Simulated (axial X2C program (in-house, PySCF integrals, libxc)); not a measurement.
# Which molecule has these constants?

Calculated with an in-house all-electron X2C program for linear molecules (integrals from PySCF), spin-free (one-electron X2C) or two-component (2c: spin–orbit coupling with atomic mean-field Coulomb and Gaunt terms, which also bring small scalar terms), in Dyall basis sets with cores contracted in-house; open shells are unrestricted.

A two-component PBE0 calculation in a Dyall 3-zeta basis gave Re = 1.697 Å, ωe = 1049.7 cm⁻¹, De = 5.41 eV, Ω = 1/2.

Which molecule is it?
A. BAs⁻
B. BP⁻
C. BN⁻

B. The others have BAs⁻ 1.793 Å and 883.4 cm⁻¹ (Ω = 1/2); BN⁻ 1.273 Å and 1741.2 cm⁻¹ (Ω = 1/2).

Each entry is the lowest single determinant of a limited PBE0 search at one distance. De goes to single-determinant-based atoms at the same level (for ions the charge split of lowest energy) and is withheld (n/a) where an atom does not fit its ground term or J level. Main or longest-lived isotopes. Some light 2c atoms are not at their ground J level, so De misses part of their lowering (0.04 eV or less). The functionals have no current term, which raises determinants with orbital currents.
